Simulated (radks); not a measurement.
Question: Ir2+, configuration [Xe] 4f14 5d7. All-electron calculation, Dirac Kohn-Sham, PBE, spin-unpolarised, spherical densities, finite nucleus; open shells fill j = l - 1/2 first; Fermi nuclear charge, rms radius 5.4032 fm. Program: a radial shooting solver on a logarithmic mesh with Libxc functionals.

Spin-orbit splittings of the eigenvalues, e(l+1/2) - e(l-1/2), with zeta = 2 splitting/(2l+1) and mean radii in bohr:

| shell | occ. | splitting (eV) | zeta (eV) | <r> j=l-1/2 | <r> j=l+1/2 |
|---|---|---|---|---|---|
| 2p | 6 | 1627 | 1085 | 0.06017 | 0.06848 |
| 3p | 6 | 356.3 | 237.6 | 0.1801 | 0.1954 |
| 3d | 10 | 77.01 | 30.80 | 0.1705 | 0.1752 |
| 4p | 6 | ? | ? | 0.4267 | 0.4604 |
| 4d | 10 | 15.65 | 6.258 | 0.4719 | 0.4831 |
| 4f | 14 | 3.119 | 0.8911 | 0.5315 | 0.5392 |
| 5p | 6 | 13.54 | 9.028 | 1.066 | 1.164 |
| 5d | 7 | 1.310 | 0.5239 | 1.596 | 1.652 |

Estimate the 4p splitting.

Answer: 84.28 eV (zeta = 56.18 eV).
